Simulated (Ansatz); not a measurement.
Program: Ansatz 0.2.0.

C₂H₆MoOS, SMILES `[CH3][Mo]([CH3])(=[O])=[S]` at its PBE0-D4/def2-TZVP geometry, where that method's forces vanish. The species carries charge 0 and has multiplicity 1. Mo takes the def2 core potential.

| atom | x (Å) | y (Å) | z (Å) |
| --- | --- | --- | --- |
| C1 | 1.120 | 1.047 | -0.925 |
| Mo2 | -0.533 | 0.486 | 0.222 |
| C3 | -0.525 | -1.529 | 0.769 |
| O4 | -0.522 | 1.397 | 1.618 |
| S5 | -2.274 | 0.859 | -0.902 |
| H6 | 2.016 | 0.846 | -0.326 |
| H7 | 1.131 | 0.443 | -1.837 |
| H8 | 1.106 | 2.103 | -1.199 |
| H9 | -1.390 | -1.807 | 1.374 |
| H10 | 0.388 | -1.707 | 1.349 |
| H11 | -0.518 | -2.137 | -0.142 |

Question: For each bond, give half the difference of the two atoms' forces along it (eV/Å; positive pushes the atoms apart) under PBE-D4, r2SCAN-D4, B3LYP-D4, ωB97M-V in def2-TZVPP. (Estimate.)

Answer: The calculation gave: 
```json
{"bond": "C1–Mo2", "length (Å)": "2.088", "PBE-D4": "-0.25", "r2SCAN-D4": "-0.11", "B3LYP-D4": "0.07", "ωB97M-V": "0.19"}
{"bond": "C1–H6", "length (Å)": "1.096", "PBE-D4": "0.10", "r2SCAN-D4": "-0.03", "B3LYP-D4": "-0.08", "ωB97M-V": "-0.06"}
{"bond": "C1–H7", "length (Å)": "1.095", "PBE-D4": "0.11", "r2SCAN-D4": "-0.02", "B3LYP-D4": "-0.08", "ωB97M-V": "-0.07"}
{"bond": "C1–H8", "length (Å)": "1.091", "PBE-D4": "0.10", "r2SCAN-D4": "-0.02", "B3LYP-D4": "-0.08", "ωB97M-V": "-0.05"}
{"bond": "Mo2–C3", "length (Å)": "2.088", "PBE-D4": "-0.25", "r2SCAN-D4": "-0.11", "B3LYP-D4": "0.07", "ωB97M-V": "0.19"}
{"bond": "Mo2–O4", "length (Å)": "1.667", "PBE-D4": "1.08", "r2SCAN-D4": "0.61", "B3LYP-D4": "0.47", "ωB97M-V": "-0.42"}
{"bond": "Mo2–S5", "length (Å)": "2.106", "PBE-D4": "0.43", "r2SCAN-D4": "0.28", "B3LYP-D4": "0.27", "ωB97M-V": "-0.21"}
{"bond": "C3–H9", "length (Å)": "1.091", "PBE-D4": "0.10", "r2SCAN-D4": "-0.02", "B3LYP-D4": "-0.08", "ωB97M-V": "-0.05"}
{"bond": "C3–H10", "length (Å)": "1.096", "PBE-D4": "0.10", "r2SCAN-D4": "-0.03", "B3LYP-D4": "-0.08", "ωB97M-V": "-0.06"}
{"bond": "C3–H11", "length (Å)": "1.095", "PBE-D4": "0.11", "r2SCAN-D4": "-0.02", "B3LYP-D4": "-0.08", "ωB97M-V": "-0.07"}
```

B3LYP here is the variant with VWN-RPA as its local correlation; programs differ in this.
